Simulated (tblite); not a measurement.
Species: C3H10SSi2.
Numbering: `[CH2:1]=[CH:2][CH2:3][SiH2:4][S:5][SiH3:6]` (hydrogens: H7, H8 on C1; H9 on C2; H10, H11 on C3; H12, H13 on Si4; H14, H15, H16 on Si6)

Computed with GFN2-xTB (tblite), gas phase: Langevin dynamics at 200 K from the optimised GFN2-xTB geometry, time step 0.5 fs, friction 0.01 fs⁻¹, 2000 steps. The instantaneous temperature is 2·E(kin)/(3Nk) with all 3N coordinates.

```tsv
t (fs)	T (K)	E(pot) above start (eV)	C1=C2 (Å)	C2–C3 (Å)	C3–Si4 (Å)	Si4–S5 (Å)	S5–Si6 (Å)	C1–H7 (Å)	C1–C2–C3–Si4 (°)
0	163	0.000	1.320	1.487	1.899	2.152	2.141	1.076	-108
50	156	0.256	1.302	1.481	1.936	2.103	2.168	1.035	-106
100	195	0.297	1.357	1.478	1.905	2.186	2.169	1.134	-103
150	187	0.345	1.277	1.494	1.891	2.146	2.099	1.083	-91
200	164	0.436	1.357	1.516	1.855	2.131	2.187	1.044	-84
250	263	0.272	1.313	1.517	1.884	2.166	2.193	1.115	-84
300	226	0.410	1.324	1.463	1.937	2.170	2.137	1.067	-91
350	206	0.374	1.325	1.467	1.917	2.197	2.127	1.072	-95
400	238	0.310	1.329	1.511	1.883	2.141	2.150	1.081	-126
450	166	0.401	1.318	1.477	1.911	2.161	2.179	1.080	-126
500	175	0.475	1.329	1.505	1.919	2.111	2.148	1.084	-118
550	160	0.428	1.320	1.458	1.939	2.186	2.116	1.065	-105
600	240	0.424	1.309	1.488	1.908	2.176	2.130	1.115	-106
650	254	0.384	1.321	1.500	1.878	2.195	2.153	1.091	-95
700	179	0.467	1.308	1.537	1.832	2.103	2.168	1.056	-107
750	178	0.344	1.326	1.465	1.873	2.162	2.108	1.076	-107
800	152	0.413	1.329	1.506	1.920	2.214	2.142	1.083	-102
850	215	0.308	1.328	1.450	1.943	2.157	2.165	1.115	-87
900	215	0.380	1.310	1.529	1.926	2.151	2.120	1.077	-66
950	178	0.426	1.337	1.530	1.918	2.182	2.127	1.036	-68
1000	188	0.488	1.327	1.479	1.972	2.152	2.117	1.136	-81
```

**Question.** From 500 fs on, how do temperature and potential energy compare with equipartition?

**Answer.** The mean temperature of these 11 frames is 194 K against the target 200 K, and the mean potential energy 0.41 eV against 42 × kT/2 = 0.36 eV for 42 classical harmonic modes. For 16 atoms in a canonical ensemble the temperature itself scatters by T·√(2/(3N)) = 41 K; here its standard deviation is 31 K. The whole run lasts only 10 friction times of 100 fs, so these averages carry a wide statistical error.

**Question.** What are the kinetic and total energies of the listed frame with the highest potential energy?

**Answer.** The one at 1000 fs, 0.488 eV above the start. Its kinetic energy is 3NkT/2 = 0.389 eV at 188 K, so the sum is 0.88 eV; over the listed frames the sum runs from 0.34 to 0.92 eV, since the thermostat adds and removes energy.

**Question.** How much do the listed bonds fluctuate from 500 fs on?

**Answer.** 
```json
{"bond": "C1=C2", "at the start (Å)": "1.320", "mean (Å)": "1.322", "standard deviation (Å)": "0.009"}
{"bond": "C2–C3", "at the start (Å)": "1.487", "mean (Å)": "1.495", "standard deviation (Å)": "0.029"}
{"bond": "C3–Si4", "at the start (Å)": "1.899", "mean (Å)": "1.912", "standard deviation (Å)": "0.037"}
{"bond": "Si4–S5", "at the start (Å)": "2.152", "mean (Å)": "2.163", "standard deviation (Å)": "0.032"}
{"bond": "S5–Si6", "at the start (Å)": "2.141", "mean (Å)": "2.136", "standard deviation (Å)": "0.020"}
{"bond": "C1–H7", "at the start (Å)": "1.076", "mean (Å)": "1.085", "standard deviation (Å)": "0.027"}
```

The motion is classical and holds no zero-point motion.

The cost below is that of the whole dynamics run. Time: 13 s wall; peak memory 0.18 GiB. Hardware: one thread of an Arm Neoverse V2 (shared host).
